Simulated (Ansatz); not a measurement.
Z-matrix (Å, degrees):
```
C
Si 1 1.868
H 1 1.091 2 110.8
H 1 1.093 2 110.6 3 -119.8
H 1 1.094 2 109.6 3 120.2
N 2 1.718 1 108.4 3 -179.0
F 2 1.610 1 109.5 3 -63.8
H 6 1.009 2 119.0 1 -46.1
H 6 1.008 2 119.9 1 172.2
```

The species carries charge 0 and has multiplicity 2.

(1) List the ωB97M-V/def2-TZVPP orbital energies in eV (the Gaussian-basis code of Ansatz). (Best estimate.)

Results:

(1) The calculation gave: α occupied: -1807.59, -676.94, -394.34, -281.10, -148.50, -102.70, -102.63, -102.57, -35.48, -26.74, -22.44, -17.59, -16.51, -15.43, -14.87, -14.43, -13.91, -13.73, -12.15, -11.04, -7.19. α empty: 2.32, 2.76, 3.08, 3.98, 4.47, 4.78, 5.06, 5.43. β occupied: -1807.51, -676.88, -394.26, -281.04, -148.40, -102.57, -102.51, -102.45, -35.35, -26.57, -22.32, -17.33, -16.44, -15.26, -14.64, -14.23, -13.77, -13.68, -11.81, -10.51. β empty: -0.04, 2.42, 2.86, 3.25, 4.03, 4.48, 4.82, 5.23. ⟨S²⟩ = 0.751.
